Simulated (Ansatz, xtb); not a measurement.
Species: BI, charge 0, multiplicity 1. 
Structure (B3LYP-D3(BJ)/def2-TZVP (Ansatz, an electronic-structure program) minimum search):
```
B
I 1 2.1421
```

Harmonic wavenumbers from GFN2-xTB (xtb, at its own minimum), cm⁻¹: 873.

Task: Give the harmonic wavenumbers at B3LYP-D3(BJ)/def2-TZVP (Ansatz, finite differences of forces, unscaled).

Result: 569 cm⁻¹. Zero-point energy 0.8 kcal/mol.

Task: From these and the geometry, give the ideal-gas thermochemistry at 298.15 K and 1 atm (rigid rotor, harmonic oscillator).

Result: Point group C∞v, rotational symmetry number 1. Rotational constants 11.06, 11.06 GHz. S(trans) 40.67, S(rot) 14.57, S(vib) 0.51, S(elec, spin only) 0.00, S 55.7 cal/(mol K). H(298) - H(0) 2.19 kcal/mol; G - E(el) -13.6 kcal/mol.
